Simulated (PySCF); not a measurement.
Computed Raman spectrum (relative Raman activity) of a molecule C5H8O. Coordinates come from a B3LYP-D3(BJ)/def2-SVP optimisation. The values are those of a single conformer. Calculation: PySCF with B3LYP-D3(BJ)/def2-SVP. Harmonic, unscaled wavenumbers; measured fundamentals usually lie a few per cent lower.

ν (cm⁻¹): 353 (vw), 688 (vw), 847 (vw), 977 (vw), 1078 (vw), 1111 (w), 1421 (w), 1441 (w), 1452 (w), 1680 (w), 3013 (vs), 3080 (s), 3096 (s), 3181 (m), 3204 (s), 3782 (m) (against the strongest line: vs over 80 %, s over 45 %, m over 15 %, w over 4 %, vw less)…

Task: Identify the compound among the candidates.
(A) C=C=C(C)OC
(B) OC[C@@H]1C=CC1
(C) COC1=CCC1
(D) OC1CC=CC1

Result: D, OC1CC=CC1
